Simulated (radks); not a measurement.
Isoelectronic series with 7 electrons, all held in the configuration [He] 2s2 2p3, which need not be the ground one along the series. Calculated with a radial shooting solver on a logarithmic mesh with Libxc functionals: Dirac Kohn-Sham, PBE, spin-unpolarised, spherical densities, finite nucleus; open shells are shared between the two j in proportion to 2j + 1; Fermi nuclear charge, rms radius of each element as measured or else 0.836 A^(1/3) + 0.57 fm. Total energies (hartree) and orbital eigenvalues (hartree):

ion    E (hartree)      2p3/2      2p1/2
N        -54.45303   -0.26030   -0.26100
F2+      -97.62118   -1.79969   -1.80289
Al6+    -223.28407   -7.95182   -7.97361
P8+     -305.82877  -12.53890  -12.58248
Cl10+   -401.57704  -18.12986  -18.20852
K12+    -510.58821  -24.72426  -24.85583
Sc14+   -632.93093  -32.32234  -32.52993
V16+    -768.68328  -40.92474  -41.23747
Mn18+   -917.93255  -50.53238  -50.98617
Co20+  -1080.77582  -61.14646  -61.78477
Cu22+  -1257.31992  -72.76835  -73.64305
Ga24+  -1447.68189  -85.39965  -86.57187
As26+  -1651.98965  -99.04211  -100.5831
Br28+  -1870.38231  -113.6977  -115.6900
Rb30+  -2103.01055  -129.3685  -131.9065
Nb34+  -2611.63626  -163.7651  -167.7322
Tc36+  -2887.99775  -182.4961  -187.3763
Rh38+  -3179.32489  -202.2524  -208.2001
Ag40+  -3485.83738  -223.0372  -230.2249
Sb44+  -4145.36869  -267.7049  -277.9701
I46+   -4498.90920  -291.5946  -303.7415

Estimate the row of In42+.

Answer. E (hartree) -3807.76778; 2p3/2 -244.8536; 2p1/2 -253.4734.
